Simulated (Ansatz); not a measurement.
Relaxation of BFH4O2 (8 atoms, charge 0, multiplicity 1), to a largest force component of 0.03 eV/Å in at most 50 steps.

Level of theory: RKS B3LYP-D4/6-31G* (Ansatz).

```xyz
8
Properties=species:S:1:pos:R:3:forces:R:3
B -0.114 -0.283 0.033 0.10 -0.42 0.58
O 0.047 -0.562 1.383 -0.13 -0.21 -0.63
H -0.794 -0.484 1.854 -0.03 0.02 0.05
O 0.926 -0.413 -0.826 0.00 0.03 -0.05
H 1.729 -0.702 -0.368 -0.03 0.00 0.01
F -1.302 0.094 -0.447 0.00 -0.07 -0.02
H 0.107 2.036 0.606 -0.18 1.10 -1.08
H 0.212 1.643 1.185 0.27 -0.47 1.15
```

Question: Where does it end, and by what steps?

Answer: It converged. After 21 steps the energy has fallen by 0.207 eV; H7 moved furthest, 1.22 Å.

```json
{"step": "0", "energy less start (eV)": "0.0000", "largest force component (eV/Å)": "1.145", "accepted": "yes"}
{"step": "1", "energy less start (eV)": "-0.1340", "largest force component (eV/Å)": "0.364", "accepted": "yes"}
{"step": "2", "energy less start (eV)": "-0.1741", "largest force component (eV/Å)": "0.362", "accepted": "yes"}
{"step": "3", "energy less start (eV)": "-0.1869", "largest force component (eV/Å)": "0.167", "accepted": "yes"}
{"step": "4", "energy less start (eV)": "-0.1888", "largest force component (eV/Å)": "0.137", "accepted": "yes"}
{"step": "5", "energy less start (eV)": "-0.1903", "largest force component (eV/Å)": "0.101", "accepted": "yes"}
{"step": "6", "energy less start (eV)": "-0.1922", "largest force component (eV/Å)": "0.086", "accepted": "yes"}
{"step": "7", "energy less start (eV)": "-0.1891", "largest force component (eV/Å)": "0.544", "accepted": "no"}
{"step": "8", "energy less start (eV)": "-0.1947", "largest force component (eV/Å)": "0.068", "accepted": "yes"}
{"step": "9", "energy less start (eV)": "-0.1957", "largest force component (eV/Å)": "0.054", "accepted": "yes"}
{"step": "10", "energy less start (eV)": "-0.1732", "largest force component (eV/Å)": "1.216", "accepted": "no"}
{"step": "11", "energy less start (eV)": "-0.1984", "largest force component (eV/Å)": "0.031", "accepted": "yes"}
{"step": "12", "energy less start (eV)": "-0.1993", "largest force component (eV/Å)": "0.288", "accepted": "yes"}
{"step": "13", "energy less start (eV)": "-0.2019", "largest force component (eV/Å)": "0.162", "accepted": "yes"}
{"step": "14", "energy less start (eV)": "-0.2024", "largest force component (eV/Å)": "0.363", "accepted": "yes"}
{"step": "15", "energy less start (eV)": "-0.2051", "largest force component (eV/Å)": "0.148", "accepted": "yes"}
{"step": "16", "energy less start (eV)": "-0.2055", "largest force component (eV/Å)": "0.155", "accepted": "yes"}
{"step": "17", "energy less start (eV)": "-0.2066", "largest force component (eV/Å)": "0.068", "accepted": "yes"}
{"step": "18", "energy less start (eV)": "-0.2070", "largest force component (eV/Å)": "0.030", "accepted": "yes"}
{"step": "19", "energy less start (eV)": "-0.2073", "largest force component (eV/Å)": "0.051", "accepted": "yes"}
{"step": "20", "energy less start (eV)": "-0.2074", "largest force component (eV/Å)": "0.043", "accepted": "yes"}
{"step": "21", "energy less start (eV)": "-0.2074", "largest force component (eV/Å)": "0.023", "accepted": "yes"}
```

```xyz
8
Properties=species:S:1:pos:R:3
B -0.165 -0.686 -0.129
O 0.027 -0.379 1.192
H -0.812 -0.243 1.656
O 0.885 -0.914 -0.957
H 1.726 -0.825 -0.487
F -1.401 -0.771 -0.633
H 0.253 2.944 1.414
H 0.297 2.203 1.364
```

Whether the end is a true minimum wasn't checked by a vibrational analysis.

Time of the run: 55 s on 1 thread of Intel(R) Xeon(R) Platinum 8259CL CPU @ 2.50GHz (Skylake/Cascade Lake), on a shared host, peak memory 0.16 GiB.
